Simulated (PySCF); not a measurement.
**Broadened absorption spectrum of CHBF2S**

CHBF2S.
SMILES with atom numbers: `[F:1][B:2]([F:3])[CH:4]=[S:5]` (hydrogens: H6 on C4)

Level of theory: PySCF 2.14.0, density-fitted response routines, TDDFT PBE0/def2-SVPD, vertical, gas phase, core orbitals frozen in the response. Isolated species at its PBE0-D3(BJ)/def2-SVP geometry, gas phase. Torsions of this conformer, `[F:1][B:2]([F:3])[CH:4]=[S:5]`: F1–B2–C4–S5 7°.

Computed states:

```json
{"state": "S1", "E (eV)": "1.57", "f": "0.0000"}
{"state": "S2", "E (eV)": "5.83", "f": "0.0037"}
{"state": "S3", "E (eV)": "5.88", "f": "0.217"}
{"state": "S4", "E (eV)": "6.14", "f": "0.026"}
{"state": "S5", "E (eV)": "6.55", "f": "0.0052"}
{"state": "S6", "E (eV)": "6.73", "f": "0.0028"}
{"state": "S7", "E (eV)": "6.90", "f": "0.049"}
{"state": "S8", "E (eV)": "7.21", "f": "0.052"}
{"state": "S9", "E (eV)": "7.56", "f": "0.0002"}
{"state": "S10", "E (eV)": "7.71", "f": "0.0010"}
```

Broadening: Gaussians 0.5 eV wide at half height, area fixed by f = 4.319×10⁻⁹ ∫ε dν̃. The cross-section is σ = 3.8235×10⁻²¹ ε cm², given in Mb (10⁻¹⁸ cm²). The width is an assumption, not a result. The curve ends short of the highest state used, and states not computed would add to its high-energy end.

Question: What does the envelope look like, and where are its maxima?

Answer: 
```csv
E (eV),σ (Mb)
0.82,0.00
1.09,0.00
1.37,0.00
1.64,0.00
1.91,0.00
2.19,0.00
2.46,0.00
2.73,0.00
3.01,0.00
3.28,0.00
3.55,0.00
3.83,0.00
4.10,0.00
4.37,0.00
4.65,0.00
4.92,0.00
5.19,0.24
5.47,7.28
5.74,37.84
6.01,41.93
6.29,11.87
6.56,5.48
6.83,12.60
7.11,15.66
```

Maxima: 210 nm (5.89 eV), ε about 13000, made up of S3 (93%); 176 nm (7.06 eV), ε about 4200, made up of S7 (48%) and S8 (51%) (ε in L mol⁻¹ cm⁻¹; maxima over ε = 5, shares over 10%).

Question: Does any computed singlet lie in the visible range?

Answer: No computed singlet lies between 380 and 750 nm, and the lowest lies beyond, at 789 nm; a Tamm–Dancoff triplet lies at 419 nm, without intensity as long as spin–orbit coupling is left out.

Question: On this curve, what absorbance would a 10⁻³ mol/L sample give at 222 nm over a 1 cm path?

Answer: 222 nm is 5.585 eV, where ε is about 4700 L mol⁻¹ cm⁻¹, so A = ε c l ≈ 4.7 (Beer–Lambert, with the gas-phase spectrum and the assumed width).

Question: What would ε be at 5.89 eV, the highest of these maxima, with half the width (0.25 eV)?

Answer: About 23800 L mol⁻¹ cm⁻¹ against 12600, a factor of about 1.9; a lone state at its own centre would give exactly 2.

All these states lie below the vertical ionisation energy of 9.49 eV (ΔSCF).
